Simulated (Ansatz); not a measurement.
Species: [Hf(F)4] (charge 0, multiplicity 1).

Problem. Give a relaxed geometry from r2SCAN-D4/def2-SVP run with Ansatz (a program for electronic structure).

Solution. the end point of this relaxation.
Cartesian coordinates (Å) in one orientation:
```xyz
5

Hf     0.000     0.000     0.000
F     -1.398     1.152    -0.596
F      1.030     0.889     1.337
F      1.124    -0.451    -1.474
F     -0.756    -1.591     0.733
```
